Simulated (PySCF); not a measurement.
Compound: C₇H₁₀B₂.
Numbering: `[BH2:1][CH:2]([BH2:3])[c:4]1[cH:5][cH:6][cH:7][cH:8][cH:9]1`

Cartesian coordinates in Å at the PBE0-D3(BJ)/def2-SVP level; atoms count from 1:
```
atom  x, y, z in Å
B1     1.835   -1.239    1.036
C2     1.326   -0.537   -0.261
B3     2.392    0.567   -0.541
C4    -0.121   -0.149   -0.329
C5    -0.970   -0.705   -1.292
C6    -2.315   -0.341   -1.357
C7    -2.835    0.588   -0.459
C8    -1.997    1.149    0.505
C9    -0.655    0.784    0.568
H10    1.156   -1.248    2.036
H11    2.922   -1.770    1.047
H12    1.620   -1.299   -1.020
H13    3.544    0.256   -0.736
H14    2.079    1.734   -0.550
H15   -0.573   -1.435   -2.004
H16   -2.960   -0.788   -2.117
H17   -3.888    0.874   -0.508
H18   -2.393    1.880    1.215
H19   -0.008    1.230    1.328
```

Probes without a nucleus sit at each ring's centroid and 1 Å off its mean plane on both sides; NICS is minus the shielding there, NICSzz its component along the normal. Level: GIAO HF/pcSseg-1 (PySCF, non-relativistic, gas phase) on the PBE0-D3(BJ)/def2-SVP geometry, one conformer.

Ring bond lengths (Å): C4–C5 1.399, C5–C6 1.394, C6–C7 1.393, C7–C8 1.395, C8–C9 1.392, C9–C4 1.400.

Task: Give the NICS values of each ring in ppm.

Result: 
```
             ring                                              type  NICS(0)  NICS(1), two faces  NICS(1)zz, two faces  rms pucker (Å)  centre to ring atoms, mean (Å)
C4–C5–C6–C7–C8–C9  6-membered carbocycle; formal bonds all aromatic     -9.8       -12.1 / -12.1         -30.8 / -30.8            0.00                            1.40
```

Task: What can be read from them?

Result: 
- C4–C5–C6–C7–C8–C9: mean NICS(1)zz -30.8 ppm, shielded. The ring is flat and has no four-coordinate atom; by the NICS criterion it is aromatic.

Task: How equal are the bonds by HOMA? Use HOMA with the parameters of Krygowski (1993).

Result: 
- C4–C5–C6–C7–C8–C9: HOMA 0.98 = 1 − EN − GEO, with mean bond length 1.396 Å, EN = α(Ropt − mean)² = 0.015 and GEO = α × variance = 0.002. The geometric and the magnetic index point the same way.

Task: What field does 1 T along the ring normal induce along that normal at the second NICS(1) probe listed for ring C4–C5–C6–C7–C8–C9, 1 Å off the ring?

Result: NICSzz × B0 = -30.8 ppm × 1 T = -31 μT, against the applied field.

Task: Give the inner angles of the rings.

Result: 
- C4–C5–C6–C7–C8–C9: C4 118.3°, C5 120.9°, C6 120.3°, C7 119.3°, C8 120.3°, C9 120.9°; sum 720.0° against 720° for a flat convex ring.

Task: How do the values depend on the level or the medium?

Result: 
```
                             level  NICS(0), C4–C5–C6–C7–C8–C9  mean NICS(1)zz, C4–C5–C6–C7–C8–C9
                  HF/pcSseg-1, gas                        -9.8                              -30.8
                PBE0/pcSseg-1, gas                        -8.4                              -28.3
    PBE0/pcSseg-1, IEF-PCM benzene                        -8.3                              -28.4
PBE0/pcSseg-1, IEF-PCM cyclohexane                        -8.3                              -28.4
```

The geometry is the same throughout; the continuum's cavity takes Bondi-type radii × 1.2.
